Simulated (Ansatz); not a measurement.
Abridged output of a molecular run in Ansatz:

```
Functional definition: HF
2133 factors; integrals over basis functions are off by at most 8.2e-4 eV
mean field evaluation 1: about -21528.9964 eV, gradient 6.2e1 eV
mean field evaluation 2: about -21529.6115 eV, gradient 6.2e1 eV
mean field evaluation 4: about -21536.4707 eV, gradient 5.6e0 eV
mean field evaluation 8: about -21536.5749 eV, gradient 6.9e-1 eV
mean field evaluation 16: about -21536.5761 eV, gradient 2.8e-6 eV
mean field -21536.57608787 eV, -791.4545732137 hartree, gradient 2.8e-6 eV, S^2 0.000000; 0 other end points of the search recorded, 0 dependent functions left out
14 core orbitals not correlated: weight in the atoms' cores, before any rotation towards them, 1.000 or more for the frozen orbitals, at most 0.000 for the correlated occupied ones
reference -21536.57608787 eV, -791.4545732137 hartree; 25, 25 occupied and 296, 296 virtual orbitals, 2133 factors
second order -48.56450950 eV of doubles, -0.00000000 eV of singles
cycle   1  -46.48572706 eV  change     2.1e0 eV  update   2.0e-1
cycle   2  -47.94988031 eV  change    -1.5e0 eV  update   6.9e-2
cycle   3  -48.27078896 eV  change   -3.2e-1 eV  update   2.8e-2
cycle   4  -48.23014741 eV  change    4.1e-2 eV  update   6.7e-3
cycle   5  -48.22137801 eV  change    8.8e-3 eV  update   2.6e-3
cycle   6  -48.22347643 eV  change   -2.1e-3 eV  update   8.2e-4
cycle   7  -48.22308757 eV  change    3.9e-4 eV  update   2.2e-4
cycle   8  -48.22289435 eV  change    1.9e-4 eV  update   6.8e-5
cycle   9  -48.22289848 eV  change   -4.1e-6 eV  update   2.8e-5
perturbative correction -2.45305231 eV, -0.0901480097 hartree
Total energy: -21587.25203866 eV, -793.3168800558 hartree
```

Its atoms:

Cartesian coordinates in Å:
```
O -2.222 2.578 -1.820
C -1.489 1.955 -1.170
N -0.734 1.320 -0.499
Si 0.323 0.399 0.439
N 1.439 -0.361 -0.572
C 2.218 -0.905 -1.292
O 2.981 -1.434 -1.991
N -0.558 -0.776 1.269
C -1.186 -1.613 1.841
O -1.797 -2.427 2.401
H 1.024 1.265 1.395
```

Q: Which basis set was used?
A. def2-SVP
B. def2-TZVPP
C. def2-SVPD
D. cc-pV(Q+d)Z

A: B. It gives 335 functions.

Q: Write the keys of the input that set method, charge and spin (a neutral closed shell needs none for the last two).

A: 
```yaml
correlation: {method: ccsd_t}
```
